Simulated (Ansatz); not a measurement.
One change: `O=C=[N][Ge]([F])([F])[F]` becomes `[F][Ge]([F])([F])[Br]`.

Ansatz, PBE0-D4/def2-TZVP geometries, multiplicity 1. Each molecule was computed in one conformer, which needn't be the lowest.

Scalar relativity is left out up to krypton. Spin–orbit coupling is left out; it splits and shifts lone-pair levels of the heavy atoms by tenths of an eV.

```tsv
property	`O=C=[N][Ge]([F])([F])[F]`
LUMO energy (B3LYP/def2-TZVPP) / eV	-1.77
HOMO–LUMO gap (PBE/def2-TZVPP) / eV	5.96
LUMO energy (PBE/def2-TZVPP) / eV	-2.50
HOMO–LUMO gap (B3LYP/def2-TZVPP) / eV	7.94
HOMO–LUMO gap (PBE0/def2-TZVPP) / eV	8.59
LUMO energy (PBE0/def2-TZVPP) / eV	-1.38
```

Problem. Give the same properties after the change, and the shifts. (Estimate.)

Solution. The calculation gave: 
| property | `[F][Ge]([F])([F])[Br]` | shift |
| --- | --- | --- |
| LUMO energy (B3LYP/def2-TZVPP) / eV | -2.38 | -0.61 |
| HOMO–LUMO gap (PBE/def2-TZVPP) / eV | 5.42 | -0.54 |
| LUMO energy (PBE/def2-TZVPP) / eV | -3.05 | -0.55 |
| HOMO–LUMO gap (B3LYP/def2-TZVPP) / eV | 7.21 | -0.73 |
| HOMO–LUMO gap (PBE0/def2-TZVPP) / eV | 7.86 | -0.73 |
| LUMO energy (PBE0/def2-TZVPP) / eV | -2.02 | -0.64 |

With PBE0 the HOMO rises by 0.10 eV and the LUMO falls by 0.64 eV, so the gap narrows by about 0.74 eV. PBE moves the HOMO by -0.01 eV and ωB97M-V by 0.11 eV.

B3LYP here is the variant with VWN-RPA as its local correlation; programs differ in this.
